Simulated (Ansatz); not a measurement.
Computed with Ansatz on PBE0-D4/def2-TZVP structures; ΔE is electronic, products minus reactants. CBS: MP2 limit from def2 TZ/QZ plus the TZ coupled-cluster correction, frozen cores. DFT in def2-TZVPP. B3LYP here is the variant with VWN-RPA as its local correlation; programs differ in this. def2 core potentials past Kr. For Ge, Te outer-core shells are correlated without core-valence functions, which leaves a few kJ/mol of doubt a bond. Scalar relativity is left out up to krypton. Each species was taken in one conformer, which may not be the lowest.

Reaction (formal exchange of groups at a Te–C bond): `CC(O)(O)[TeH]` + `C=[CH][GeH3]` → `C=[C]([GeH3])[TeH]` + `CC(O)O`

`CC(O)(O)[TeH]`:

```xyz
11

C    -1.087   -0.281   -0.552
C     0.133   -0.204    0.329
O     0.221   -1.355    1.069
O     0.106    0.865    1.215
Te    1.996   -0.106   -0.949
H    -1.971   -0.340    0.090
H    -1.159    0.601   -1.189
H    -1.040   -1.163   -1.189
H     0.880   -1.211    1.758
H     0.131    1.691    0.724
H     1.788    1.504   -1.306
```

`C=[CH][GeH3]`:

Cartesian coordinates in Å:
```
C -0.589 -1.242 0.772
C -0.383 -0.562 -0.349
Ge 0.579 1.119 -0.404
H -0.224 -0.891 1.734
H -1.131 -2.184 0.781
H -0.771 -0.962 -1.283
H 1.815 1.006 -1.314
H 1.023 1.478 1.024
H -0.319 2.239 -0.961
```

`C=[C]([GeH3])[TeH]`:

```xyz
10

C     0.779   -1.186    0.977
C     0.022   -0.582    0.065
Ge    0.109    1.338   -0.234
Te   -1.218   -1.724   -1.196
H     0.749   -2.256    1.162
H     1.475   -0.616    1.588
H     0.648    1.624   -1.643
H     1.034    1.954    0.830
H    -1.304    1.933   -0.114
H    -2.293   -0.484   -1.435
```

`CC(O)O`:

Cartesian coordinates in Å:
```
C 0.784 0.679 -0.392
C -0.484 -0.053 -0.033
O -0.635 0.036 1.359
O -0.482 -1.388 -0.460
H 0.953 0.627 -1.468
H 0.722 1.724 -0.089
H 1.633 0.224 0.126
H -1.348 0.390 -0.544
H -1.444 -0.428 1.593
H 0.301 -1.811 -0.091
```

Is it downhill or uphill in electronic energy at CCSD(T)/CBS, and by how much? (Estimate.)

The calculation gave: Downhill: ΔE = -24.6 kJ/mol.

What do these levels give: B3LYP-D4, ωB97M-V, PBE, B3LYP, CCSD/def2-TZVPP, HF/CBS(def2)? (Best estimate.)

The calculation gave: B3LYP-D4 -19.0, ωB97M-V -21.7, PBE -15.9, B3LYP -19.1, CCSD/def2-TZVPP -28.4, HF/CBS(def2) -30.3 kJ/mol.

Largest T1 diagnostic among the species: 0.012.

From PBE to PBE0 (25 % exact exchange), in def2-TZVPP and without D4, ΔE moves by −5.0 kJ/mol.
